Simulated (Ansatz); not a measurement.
The same path of BFH3N + FH (8 atoms, charge 0, multiplicity 1) was run twice with different band settings. Lost on the way: B1–H2, F7–H8. Made: B1–F7, H2–H8.

Method: RKS PBE/cc-pVDZ in Ansatz 0.2.0.

Relaxed end points:

```xyz
8
Properties=species:S:1:pos:R:3
B -0.092 -0.132 -0.138
H -0.072 -0.358 1.066
F 1.077 0.118 -0.775
N -1.292 -0.215 -0.846
H -2.186 -0.391 -0.393
H -1.352 -0.034 -1.849
F -0.147 2.162 1.411
H -0.056 1.234 1.559
```

```xyz
8
Properties=species:S:1:pos:R:3
B -0.085 0.416 -0.803
H -0.099 0.506 3.317
F 1.048 0.018 -1.424
N -1.339 -0.075 -1.185
H -1.455 -0.748 -1.940
H -2.200 0.214 -0.726
F 0.039 1.312 0.209
H -0.027 0.739 2.587
```

Common settings: movable images 5; climbing image yes; spring 5.0 eV/Å²; optimiser quadratic models (default); start path through a guess of the saddle point; force threshold 0.03 eV/Å; end points relaxed.

| run | iteration limit |
| --- | --- |
| 1 | 60 |
| 2 | 6 |

Q: What does each run give, and how far can it be trusted?

A: Run 1: converged after 27 iterations, highest image 0.847 eV above the first end. Neighbouring images differ by up to 1.3 eV, so the band resolves the path poorly. A vibrational analysis at the climbing image gives one clearly imaginary mode, 456i cm⁻¹: a first-order saddle point.
Run 2: not converged after 6 iterations, highest image 0.979 eV above the first end. The band didn't meet its force threshold, so its energies are provisional: the largest band force was still 0.65 eV/Å, and over the last iterations the top moved between 0.98 and 1.05 eV.
The orbitals stay closed-shell, which can raise the energy where a bond breaks towards radicals; this wasn't checked here.
